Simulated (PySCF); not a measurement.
Record of a relaxation.

Species: CH9GeNOSi.
SMILES with atom numbers: `[CH3:1][NH:2][GeH2:3][O:4][SiH3:5]` (hydrogens: H6, H7, H8 on C1; H9 on N2; H10, H11 on Ge3; H12, H13, H14 on Si5)

Computed by this run: PBE0-D3(BJ)/def2-SVP geometry optimisation, gas phase (PySCF); density fitting, grid level 1; the optimiser is geomeTRIC in internal coordinates, started from a GFN2-xTB structure with every atom displaced at random (about 0.01 Å). 10 of its 25 geometries are shown. The frame can shift and turn from step to step; on so coarse a grid that alone can change the energy by a few meV, and forces under 0.02 eV/Å are noise.

Step 0: E = -69088.9067 eV, largest atomic force 2.775 eV/Å
```
atom  x, y, z in Å  |  force x, y, z in eV/Å
C1      2.457   -0.438    0.551   -1.817   1.889  -0.846
N2      1.038   -0.462    0.131    1.321   0.490   0.636
Ge3     0.142    0.950   -0.588    2.274   0.475   0.798
O4     -1.439    0.413   -0.769   -2.606  -0.917  -0.271
Si5    -2.764   -0.240   -0.030    0.590   1.094  -0.189
H6      2.617   -1.175    1.299    0.394  -0.966   0.998
H7      3.149   -0.563   -0.279    0.477  -0.199  -0.342
H8      2.649    0.568    0.985    0.141  -0.398   0.037
H9      0.811   -1.350   -0.251   -0.428  -0.887  -0.521
H10     0.230    2.070    0.436    0.122   0.369   0.245
H11     0.490    1.413   -1.972    0.417   0.240  -0.738
H12    -3.480   -0.865   -1.113   -0.793  -0.528  -0.550
H13    -2.378   -1.198    0.984    0.171  -0.683   0.656
H14    -3.530    0.861    0.609   -0.262   0.022   0.086
```

Step 3: E = -69089.2497 eV, largest atomic force 0.235 eV/Å
```
atom  x, y, z in Å  |  force x, y, z in eV/Å
C1      2.395   -0.382    0.596   -0.037   0.041   0.006
N2      1.060   -0.478    0.056    0.021   0.024   0.012
Ge3     0.179    0.949   -0.651    0.108   0.048   0.072
O4     -1.481    0.398   -0.880   -0.188  -0.047  -0.133
Si5    -2.742   -0.247   -0.033   -0.063  -0.041   0.117
H6      2.582   -1.180    1.333    0.003  -0.043   0.029
H7      3.206   -0.430   -0.157    0.013   0.008  -0.011
H8      2.512    0.572    1.136    0.003  -0.005  -0.001
H9      0.864   -1.361   -0.404    0.035  -0.030  -0.024
H10     0.247    2.092    0.378    0.046   0.019   0.009
H11     0.605    1.407   -2.058    0.035   0.010  -0.043
H12    -3.662   -0.926   -0.992    0.006   0.010  -0.012
H13    -2.273   -1.251    0.974    0.007   0.005  -0.014
H14    -3.504    0.818    0.691    0.011   0.002  -0.008
```

Step 5: E = -69089.2637 eV, largest atomic force 0.178 eV/Å
```
atom  x, y, z in Å  |  force x, y, z in eV/Å
C1      2.328   -0.363    0.650    0.026  -0.019   0.059
N2      1.061   -0.495   -0.025   -0.080  -0.043  -0.091
Ge3     0.166    0.922   -0.741    0.164   0.040   0.057
O4     -1.513    0.394   -0.953   -0.059  -0.022   0.001
Si5    -2.706   -0.248    0.006    0.111   0.058  -0.080
H6      2.493   -1.206    1.344   -0.001   0.042  -0.029
H7      3.211   -0.307   -0.020   -0.016  -0.008   0.011
H8      2.333    0.553    1.263   -0.004   0.001   0.004
H9      0.963   -1.368   -0.536    0.018   0.035   0.009
H10     0.286    2.065    0.288   -0.033  -0.017  -0.022
H11     0.613    1.372   -2.151   -0.085  -0.045   0.027
H12    -3.735   -0.855   -0.887   -0.014  -0.004   0.010
H13    -2.163   -1.300    0.919   -0.014  -0.013   0.018
H14    -3.349    0.820    0.833   -0.013  -0.004   0.025
```

Step 8: E = -69089.2851 eV, largest atomic force 0.199 eV/Å
```
atom  x, y, z in Å  |  force x, y, z in eV/Å
C1      2.093   -0.335    0.785   -0.029  -0.031   0.021
N2      1.080   -0.494   -0.232    0.079   0.036  -0.046
Ge3     0.172    0.896   -0.969   -0.121   0.017  -0.035
O4     -1.547    0.416   -1.085    0.103  -0.015   0.169
Si5    -2.512   -0.256    0.093   -0.002   0.028  -0.105
H6      2.193   -1.257    1.384   -0.011   0.010   0.011
H7      3.101   -0.080    0.402   -0.003  -0.012  -0.006
H8      1.802    0.463    1.486    0.006   0.010  -0.007
H9      1.213   -1.313   -0.815   -0.012   0.005  -0.003
H10     0.341    2.070    0.012   -0.023   0.002  -0.007
H11     0.527    1.250   -2.423    0.019  -0.036  -0.001
H12    -3.829   -0.580   -0.528   -0.004   0.002   0.007
H13    -1.916   -1.506    0.659   -0.012  -0.012  -0.004
H14    -2.731    0.707    1.220    0.010  -0.004   0.008
```

Step 11: E = -69089.3249 eV, largest atomic force 0.334 eV/Å
```
atom  x, y, z in Å  |  force x, y, z in eV/Å
C1      1.857   -0.291    0.885   -0.052   0.023  -0.088
N2      1.154   -0.397   -0.372    0.089   0.105   0.105
Ge3     0.205    0.931   -1.150   -0.184  -0.104   0.032
O4     -1.530    0.527   -1.010   -0.042   0.128  -0.132
Si5    -2.317   -0.311    0.173   -0.101  -0.209   0.240
H6      1.783   -1.222    1.465   -0.010  -0.088   0.059
H7      2.931   -0.049    0.776    0.034   0.001   0.017
H8      1.405    0.498    1.506    0.023   0.011  -0.020
H9      1.401   -1.199   -0.938    0.038  -0.031  -0.014
H10     0.421    2.227   -0.358    0.100   0.025  -0.017
H11     0.430    0.995   -2.660    0.083   0.055  -0.089
H12    -3.773    0.012    0.107    0.015   0.031  -0.024
H13    -2.167   -1.794    0.026    0.017   0.036  -0.035
H14    -1.811    0.055    1.539   -0.008   0.020  -0.031
```

Step 13: E = -69089.3384 eV, largest atomic force 0.071 eV/Å
```
atom  x, y, z in Å  |  force x, y, z in eV/Å
C1      1.817   -0.289    0.894   -0.010  -0.030   0.022
N2      1.175   -0.368   -0.395    0.015   0.038  -0.019
Ge3     0.195    0.943   -1.170    0.033  -0.063  -0.002
O4     -1.543    0.587   -0.953   -0.011   0.058   0.014
Si5    -2.300   -0.331    0.202    0.005  -0.012  -0.026
H6      1.680   -1.216    1.477   -0.008   0.016   0.000
H7      2.905   -0.087    0.838   -0.006  -0.015  -0.002
H8      1.370    0.521    1.490    0.008   0.009  -0.006
H9      1.438   -1.168   -0.957    0.003   0.010   0.001
H10     0.492    2.263   -0.442   -0.010  -0.003  -0.004
H11     0.417    0.963   -2.688   -0.024   0.002   0.015
H12    -3.716    0.127    0.311   -0.001  -0.004  -0.007
H13    -2.296   -1.783   -0.159    0.007  -0.005   0.010
H14    -1.647   -0.181    1.542   -0.001  -0.001   0.005
```

Step 16: E = -69089.3544 eV, largest atomic force 0.299 eV/Å
```
atom  x, y, z in Å  |  force x, y, z in eV/Å
C1      1.774   -0.348    0.919   -0.001   0.025   0.151
N2      1.294   -0.245   -0.433    0.128  -0.166  -0.111
Ge3     0.240    1.050   -1.110   -0.166   0.172  -0.045
O4     -1.476    0.830   -0.636    0.025  -0.120   0.123
Si5    -2.294   -0.362    0.183    0.113   0.234  -0.149
H6      1.204   -1.065    1.544    0.030   0.027  -0.044
H7      2.839   -0.643    0.954   -0.024  -0.010  -0.004
H8      1.706    0.630    1.420   -0.013   0.025   0.001
H9      1.435   -1.077   -0.993   -0.042  -0.015  -0.015
H10     0.670    2.410   -0.538   -0.044  -0.043   0.050
H11     0.281    0.978   -2.643    0.008  -0.061   0.021
H12    -3.608    0.200    0.611   -0.015  -0.041   0.001
H13    -2.530   -1.557   -0.686   -0.012  -0.027   0.000
H14    -1.548   -0.820    1.398    0.013  -0.001   0.019
```

Step 19: E = -69089.3670 eV, largest atomic force 0.067 eV/Å
```
atom  x, y, z in Å  |  force x, y, z in eV/Å
C1      1.767   -0.348    0.922   -0.028  -0.022  -0.049
N2      1.315   -0.255   -0.447    0.030   0.059  -0.011
Ge3     0.258    1.071   -1.085    0.037  -0.054   0.012
O4     -1.446    0.872   -0.577   -0.026   0.052  -0.011
Si5    -2.281   -0.352    0.152   -0.001  -0.057   0.036
H6      1.090   -0.923    1.582   -0.007  -0.006   0.020
H7      2.766   -0.812    0.983    0.013   0.011  -0.003
H8      1.859    0.662    1.353   -0.003  -0.006   0.004
H9      1.347   -1.124   -0.967   -0.020  -0.001   0.025
H10     0.714    2.397   -0.465    0.007   0.006  -0.013
H11     0.269    1.006   -2.618    0.003   0.005   0.001
H12    -3.678    0.108    0.403    0.000   0.006  -0.002
H13    -2.332   -1.580   -0.706    0.005   0.004  -0.005
H14    -1.659   -0.740    1.459   -0.011   0.002  -0.002
```

Step 21: E = -69089.3698 eV, largest atomic force 0.048 eV/Å
```
atom  x, y, z in Å  |  force x, y, z in eV/Å
C1      1.735   -0.352    0.918    0.013  -0.017   0.006
N2      1.296   -0.260   -0.454    0.015   0.014   0.038
Ge3     0.258    1.080   -1.091   -0.009  -0.004  -0.012
O4     -1.455    0.894   -0.596   -0.001  -0.025   0.036
Si5    -2.244   -0.353    0.156   -0.008   0.027  -0.038
H6      1.056   -0.929    1.576    0.006  -0.001  -0.013
H7      2.737   -0.808    0.989   -0.007   0.001  -0.002
H8      1.818    0.657    1.352   -0.004   0.005  -0.001
H9      1.293   -1.141   -0.954   -0.017  -0.004  -0.013
H10     0.737    2.392   -0.459   -0.011   0.009  -0.012
H11     0.272    1.030   -2.624    0.008   0.001  -0.006
H12    -3.693   -0.010    0.235    0.001  -0.004   0.003
H13    -2.095   -1.637   -0.603    0.004  -0.003   0.009
H14    -1.726   -0.580    1.543    0.009   0.000   0.005
```

Step 24: E = -69089.3710 eV, largest atomic force under 0.02 eV/Å
```
atom  x, y, z in Å  |  force x, y, z in eV/Å
C1      1.733   -0.350    0.914   -0.002   0.007   0.000
N2      1.303   -0.239   -0.459   -0.004  -0.004  -0.007
Ge3     0.247    1.088   -1.097   -0.001   0.004  -0.004
O4     -1.459    0.888   -0.585    0.009   0.001   0.001
Si5    -2.232   -0.364    0.171   -0.005  -0.006   0.007
H6      1.056   -0.949    1.554    0.000   0.000   0.001
H7      2.740   -0.795    0.984    0.002   0.002  -0.001
H8      1.798    0.652    1.367    0.000   0.000  -0.001
H9      1.295   -1.116   -0.968    0.005   0.001   0.001
H10     0.708    2.418   -0.491    0.002  -0.002   0.003
H11     0.259    1.019   -2.630   -0.005  -0.002   0.000
H12    -3.687   -0.044    0.246   -0.001  -0.002   0.000
H13    -2.062   -1.652   -0.577    0.001   0.000   0.000
H14    -1.711   -0.574    1.560   -0.002   0.000   0.000
```

Problem. Summarise the path.

Solution. The energy falls by 0.4643 eV from step 0 to step 24; nine tenths of that is first reached at step 11. It falls at every step. The largest force goes from 2.775 to under 0.02 eV/Å. Among the bonds Ge3–O4 changes most, from 1.679 to 1.793 Å; the atoms move by 1.239 Å rms after alignment.

Problem. Follow the three bonds and two angles with the largest change from start to end.

Solution. 
```tsv
step	E above end (eV)	largest force (eV/Å)	Ge3–O4 (Å)	Si5–H13 (Å)	Si5–H12 (Å)	Ge3–O4–Si5 (°)	N2–Ge3–H11 (°)
0	0.4643	2.775	1.679	1.447	1.441	146.4	119.3
1	0.2217	1.908	1.853	1.498	1.496	144.4	117.2
2	0.1418	0.879	1.804	1.498	1.494	142.7	117.5
3	0.1213	0.235	1.764	1.497	1.493	140.8	117.1
4	0.1173	0.169	1.767	1.497	1.492	140.1	116.8
5	0.1073	0.178	1.773	1.495	1.492	136.7	116.3
6	0.1002	0.216	1.778	1.494	1.491	133.5	116.3
7	0.0922	0.197	1.785	1.494	1.491	129.6	116.5
8	0.0859	0.199	1.789	1.495	1.492	128.3	116.4
9	0.0699	0.363	1.794	1.497	1.493	126.5	115.5
10	0.0594	0.385	1.794	1.498	1.493	126.0	114.0
11	0.0461	0.334	1.787	1.498	1.493	129.4	112.2
13	0.0325	0.071	1.787	1.496	1.492	129.7	110.8
14	0.0291	0.141	1.789	1.495	1.492	130.4	110.7
15	0.0231	0.270	1.791	1.495	1.492	132.0	110.4
16	0.0166	0.299	1.794	1.496	1.492	133.6	109.0
17	0.0103	0.184	1.792	1.497	1.492	134.5	108.8
18	0.0052	0.066	1.790	1.499	1.491	134.3	108.1
19	0.0040	0.067	1.790	1.499	1.491	133.6	108.5
20	0.0028	0.040	1.791	1.499	1.491	132.9	108.5
21	0.0012	0.048	1.793	1.499	1.491	131.2	108.8
22	0.0006	0.036	1.793	1.499	1.491	131.0	108.7
23	0.0000	under 0.02	1.793	1.499	1.491	131.0	108.4
24	0.0000	under 0.02	1.793	1.499	1.491	131.2	108.3
```

What follows is the cost of the whole optimisation. The run took 4.0 min wall on an Arm Neoverse V2 with one thread (shared host), and the process peaked at 0.58 GiB of memory.
